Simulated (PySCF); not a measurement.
# Ar⁺ (argon, charge +1) across methods

[Ne] 3s2 3p5, 2P determinant. All numbers are calculated (PySCF 2.14, the non-relativistic Hamiltonian (point nucleus), in aug-cc-pwCVQZ). The B2PLYP total includes its PT2 part (frozen core); its orbital energies are those of the SCF part.

```tsv
method	E (hartree)	mean ε 3s β (eV)	mean ε 3p α (eV)	mean ε 3p β (eV)	Σ⟨r²⟩ (bohr²)	⟨S²⟩
r2SCAN	-526.9371	-36.369	-23.221	-21.994	20.06	0.756
PBE0	-526.8101	-38.245	-24.514	-23.342	20.08	0.754
PBE	-526.7682	-35.671	-22.632	-21.548	20.14	0.753
UHF	-526.28224	-44.730	-29.146	-27.634	20.18	0.759
wB97X-V	-526.8955	-41.078	-27.042	-25.962	20.14	0.753
B2PLYP	-526.8507	-40.693	-26.206	-24.949	20.17	0.755
LDA	-525.3579	-35.755	-22.681	-21.598	20.19	0.751
```

(1) Estimate the same row for MN15.

## Answers

(1) E (hartree) = -526.9618; mean ε 3s β (eV) = -38.506; mean ε 3p α (eV) = -25.315; mean ε 3p β (eV) = -24.328; Σ⟨r²⟩ (bohr²) = 19.92; ⟨S²⟩ = 0.752.
